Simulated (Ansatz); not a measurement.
Relaxation of Al(PH3)F3 (AlPH₃F₃) with RKS r2SCAN-D4/def2-SVP.

```sh
$ ansatz run in.yaml --threads 4 --pin off --events-out ev --progress --plain --max-ram 3916MiB
```

```yaml
crystal:
  periodic: [false, false, false]
  atoms:
    - {symbol: Al, position_ang: [-0.004300, 0.010400, -1.382480]}
    - {symbol: P, position_ang: [0.002280, -0.002730, 1.066540]}
    - {symbol: H, position_ang: [0.682730, 0.974790, 1.761480]}
    - {symbol: H, position_ang: [0.521700, -1.093330, 1.731310]}
    - {symbol: H, position_ang: [-1.189270, 0.078540, 1.755690]}
    - {symbol: F, position_ang: [1.622300, -0.012930, -1.648700]}
    - {symbol: F, position_ang: [-0.796070, 1.432310, -1.642990]}
    - {symbol: F, position_ang: [-0.839370, -1.387040, -1.640850]}
basis:
  gaussian: {orbitals: def2-SVP}
hamiltonian: {xc: r2scan, dispersion: d4}
scf: {omitted_lower_state_checks: [starts]}
output: {orbitals: {seedname: orbitals}}
relax: {f_tol: 0.02, max_steps: 100}
```

Run time 9 s (4 threads of Arm Neoverse V2 on a shared host).

Positions (Å) and forces (eV/Å) at steps 1, 2, 3, 4, 5 of 5:

```xyz
8
step=1 energy=-24075.1803 eV
Al   -0.004    0.010   -1.382    0.005    0.014   -0.053
P     0.002   -0.003    1.067    0.000    0.006   -0.635
H     0.683    0.975    1.761    0.499    0.729    0.318
H     0.522   -1.093    1.731    0.388   -0.804    0.302
H    -1.189    0.079    1.756   -0.884    0.063    0.315
F     1.622   -0.013   -1.649    0.536   -0.014   -0.082
F    -0.796    1.432   -1.643   -0.264    0.469   -0.083
F    -0.839   -1.387   -1.641   -0.280   -0.463   -0.082
8
step=2 energy=-24075.2516 eV
Al   -0.005    0.012   -1.392    0.007    0.002    0.097
P     0.003   -0.006    1.097   -0.004    0.014   -0.369
H     0.704    1.016    1.759    0.118    0.176    0.142
H     0.547   -1.133    1.734    0.098   -0.198    0.138
H    -1.235    0.077    1.754   -0.214    0.012    0.143
F     1.630   -0.016   -1.653    0.287   -0.009   -0.052
F    -0.797    1.442   -1.652   -0.140    0.249   -0.047
F    -0.847   -1.391   -1.647   -0.152   -0.247   -0.053
8
step=3 energy=-24075.2602 eV
Al   -0.003    0.008   -1.400    0.001    0.006    0.003
P     0.002   -0.003    1.099    0.004   -0.011   -0.029
H     0.702    1.026    1.774    0.004    0.007    0.002
H     0.554   -1.134    1.748    0.005   -0.005    0.016
H    -1.242    0.074    1.770   -0.008   -0.002    0.003
F     1.637   -0.023   -1.671    0.051   -0.006    0.005
F    -0.796    1.448   -1.652   -0.031    0.054   -0.004
F    -0.853   -1.396   -1.668   -0.026   -0.042    0.005
8
step=4 energy=-24075.2602 eV
Al   -0.006    0.014   -1.403    0.006   -0.009    0.024
P     0.004   -0.009    1.095   -0.007    0.016    0.018
H     0.701    1.025    1.768   -0.009   -0.006    0.001
H     0.559   -1.135    1.752   -0.002    0.009   -0.018
H    -1.241    0.067    1.765    0.010    0.000    0.001
F     1.638   -0.022   -1.658   -0.005    0.001   -0.013
F    -0.797    1.455   -1.664    0.009   -0.016    0.003
F    -0.859   -1.394   -1.655   -0.002    0.006   -0.016
8
step=5 energy=-24075.2606 eV
Al   -0.005    0.010   -1.401    0.000    0.000    0.004
P     0.003   -0.006    1.097    0.000    0.000   -0.001
H     0.691    1.033    1.769   -0.001    0.001    0.000
H     0.568   -1.128    1.750    0.001    0.000   -0.001
H    -1.242    0.058    1.768   -0.001   -0.001    0.000
F     1.638   -0.033   -1.664    0.001   -0.001   -0.001
F    -0.788    1.456   -1.655    0.000    0.001    0.000
F    -0.865   -1.390   -1.664   -0.001   -0.001   -0.002
```
